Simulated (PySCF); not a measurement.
Predicted microwave data (PBE0-D3(BJ)/def2-SVP geometry optimisation, gas phase (PySCF 2.14.0)) for one isomer of C4H9B:

```
Rotational constants : A = 7437, B = 3849, C = 2909 MHz
Dipole components    : |μa| = 0.02 D, |μb| = 0.30 D, |μc| = 0.60 D
Inertial defect      : -25.54 u·Å²
κ                    : -0.58
```

Task: Which candidate fits, each taken in the one conformer that was computed?
A. `[BH2:1][CH:2]1[CH2:3][CH2:4][CH2:5]1` with H–B1–C2–C3 -37° and 146°, B1–C2–C3–C4 -148°, C2–C3–C4–C5 16°, C3–C4–C5–C2 -16°, B1–C2–C5–C4 147°
B. `[BH2:1][CH2:2][C:3](=[CH2:4])[CH3:5]` with H–B1–C2–C3 -16° and 167°, B1–C2–C3–C4 -111°
C. `[BH2:1][C@@H:2]1[CH2:3][C@@H:4]1[CH3:5]` with H–B1–C2–C3 47° and -130°
D. `[BH:1]1[CH2:2][CH2:3][CH2:4][CH2:5]1` with C5–B1–C2–C3 -11°, B1–C2–C3–C4 30°, C2–C3–C4–C5 -37°, C3–C4–C5–B1 29°
E. `[BH2:1][C@@H:2]1[CH2:3][C@H:4]1[CH3:5]` with H–B1–C2–C3 -151° and 30°

Result: B. It is BCC(=C)C, an asymmetric top, point group C1. The candidates at the same level (rigid rotor, commonest isotopes):

```tsv
SMILES	A (MHz)	B (MHz)	C (MHz)	μa (D)	μb (D)	μc (D)	Δ (u·Å²)	point group	rotor
B[C@@H]1C[C@@H]1C	7635	4442	3474	1.01	0.94	0.19	-34.48	C1	asymmetric top
BC1CCC1	9916	4273	3324	0.68	0.01	0.33	-17.18	near Cs	asymmetric top
B[C@@H]1C[C@H]1C	10095	3625	3148	1.42	0.41	0.16	-28.97	C1	asymmetric top
BCC(=C)C	7437	3849	2909	0.02	0.30	0.60	-25.54	C1	asymmetric top
B1CCCC1	6909	6479	3758	0.00	0.41	0.00	-16.65	C2	asymmetric top
```

`B[C@@H]1C[C@H]1C` has A 36 % too high; `B[C@@H]1C[C@@H]1C` has C 19 % too high; `BC1CCC1` has A 33 % too high; `B1CCCC1` has B 68 % too high. No structure here is proved a minimum.
